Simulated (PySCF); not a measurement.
Si(F)(Cl)(Br)(OH) (BrClFHOSi), SMILES F[Si](Br)(O)Cl. The structure is a stationary point at PBE-D3(BJ)/def2-SVP. Other conformers were not sampled.

All values below come from PBE-D3(BJ)/def2-SVP (PySCF 2.14.0).

Harmonic wavenumbers (cm⁻¹): 122, 148, 218, 247, 254, 288, 431, 585, 783, 872, 960, 3757. Rotational constants (GHz): 2.705, 1.224, 1.081; symmetry number 1.

**Question.** Work out the zero-point energy and the ideal-gas rigid-rotor harmonic-oscillator thermochemistry at 298.15 K and 1 atm.

**Answer.** ZPE = ½ Σ hcν = ½ × 8665 cm⁻¹ = 12.39 kcal/mol. H − E(el) = 17.21 kcal/mol. Entropy in cal/(mol K): translation 41.46, rotation 28.89, vibration 14.51, total 84.85. G − E(el) = -8.08 kcal/mol. Cp = 22.93 cal/(mol K). Modes under 150 cm⁻¹ make the vibrational entropy uncertain.
